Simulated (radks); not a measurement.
The numbers below are computed, except where a source is named.
Numerical settings for neutral gallium, [Ar] 3d10 4s2 4p1. Code: a radial shooting solver on a logarithmic mesh with Libxc functionals. Model: Dirac Kohn-Sham, PBEsol, spin-unpolarised, spherical densities, finite nucleus; open shells fill j = l - 1/2 first; Fermi nuclear charge, rms radius 3.9973 fm. The defaults (mesh step 0.008 in ln r, mesh end at 40 bohr or more with all orbitals vanishing there, Anderson mixing 0.5 over 9 steps, residual threshold near 1e-9 with the energy settled to 1e-9 hartree or 1e-11 of itself, here a cap of 98 iterations) give E = -1942.5321 hartree and 4p1/2 at -2.615 eV in 16 iterations. Run on one thread of a shared host, so times are rough (Intel(R) Xeon(R) 6975P-C): 0.1 s of CPU time, 0.1 s wall, 16 iterations on 2381 mesh points. Changes against that run (0 stands for a change within the tolerance of the run):

setting                    iterations         converged  E (mhartree)  e(4p1/2) (meV)  CPU (s)
mesh step in ln r 0.08             19               yes       -0.0272        -0.00546     0.02
mesh step in ln r 0.03             16               yes     +0.000161               0     0.03
mesh step in ln r 0.003            16               yes             0               0     0.26
mesh end (bohr) 1                  13  level above zero     +1.19e+05       +7.27e+05     0.06
mesh end (bohr) 3                  14  level above zero     +1.28e+03       +2.12e+04     0.08
residual threshold 1e-13           23               yes             0               0     0.12
residual threshold 0.1             10               yes             0          -0.176     0.08
mixing 0.2                         20               yes             0               0     0.13
linear mixing, mixing 0.8          98                no     +4.05e+04          -8e+03      1.7
linear mixing, mixing 0.2          88               yes             0               0     0.34
mixing history 2                   25               yes             0               0     0.14
iteration cap 2                     2                no          +389       -5.71e+03     0.03

Settled on a wrong energy, with an occupied level pushed above zero by the early mesh end: mesh end (bohr) 1 (+119 hartree); mesh end (bohr) 3 (+1.28 hartree). Apart from these: no run marked as converged misses the energy by more than 1 mhartree. A mesh that ends early acts as a hard wall.
